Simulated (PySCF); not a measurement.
A GIAO shielding run with PySCF 2.14 (density fitting, non-relativistic, gas phase) on SMILES CC(=S)[C@@H]1C[C@@H]1O[SiH3], C$_{5}$H$_{10}$OSSi:

```
$ OMP_NUM_THREADS=1 python probes_run.py task.json out

{"job": {"kind": "nmr", "xc": "PBE0", "basis": "pcSseg-1"}, "charge": 0, "multiplicity": 1}
C     -1.755109    -0.849717    -0.372230
C     -1.043336    -0.731462     0.928726
S     -1.078251    -1.948002     2.019515
C     -0.302610     0.482807     1.245942
C     -0.498847     1.788919     0.503354
C      0.765469     1.040003     0.293935
O      1.003980     0.449173    -0.914347
Si     2.009649    -0.786260    -1.278446
H     -2.119966    -1.864526    -0.507822
H     -1.096820    -0.581670    -1.197383
H     -2.608314    -0.168883    -0.386453
H     -0.033948     0.552747     2.293888
H     -0.475476     2.700047     1.080563
H     -1.203842     1.793602    -0.312339
H      1.667259     1.394860     0.784894
H      3.382661    -0.438265    -0.909657
H      1.766611    -0.824132    -2.711214
H      1.612130    -2.002924    -0.572582
```

Hardware: 1 thread of an Arm Neoverse N1, shared host. The job also computes population analyses, field gradients, ring-centre shieldings.

(1) How large is the calculation?

(2) How long does it take, and how much memory does it need?

## Answers

(1) 78 electrons, 200 basis functions and 1082 auxiliary functions.

(2) 77 s of wall time, with 14 SCF cycles and 5 response iterations; peak memory 0.89 GiB. Times on a shared host scatter by some tens of per cent.
